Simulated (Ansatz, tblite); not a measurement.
Cost and result up the ladder for `FC(F)(F)/C=C/c1ccc(/C=C/c2ccc(/C=C/c3ccc(C(F)(F)F)cc3)cc2)cc1` (50 atoms). The state is a singlet with charge 0. Geometry: PBE-D4/def2-SVP.

Ansatz on 2 threads of AMD EPYC 7R13 on a shared host and a share (18 GiB) of an NVIDIA H100 80GB HBM3; xTB runs through tblite on one thread. Times are rough, summed over both states, and most runs start from the orbitals of an earlier one. PBE0-D4/def2-TZVP serves as the yardstick here, not as an exact answer. The other state is a doublet.

The xTB rows come from tblite. Single mean-field runs in def2-TZVP are fitted with def2-universal-jkfit.

Raw xTB energies of ions are shifted by several eV.

| level | functions | vertical IE (eV) | difference from PBE0-D4/def2-TZVP (eV) |
| --- | --- | --- | --- |
| PBE0-D4/def2-TZVP (with forces) | 1100 | 7.05 | 0.00 |
| GFN2-xTB | 146 | 12.04 | 4.99 |
| PBE-D4/def2-TZVP | 1100 | 6.82 | -0.22 |
| GFN1-xTB | 164 | 12.90 | 5.86 |

Estimate how long each takes.

GFN2-xTB 0.22 s; GFN1-xTB 0.27 s; PBE-D4/def2-TZVP 25 s; PBE0-D4/def2-TZVP (with forces) 36 s. On shared hardware such times vary by a factor of up to 3.
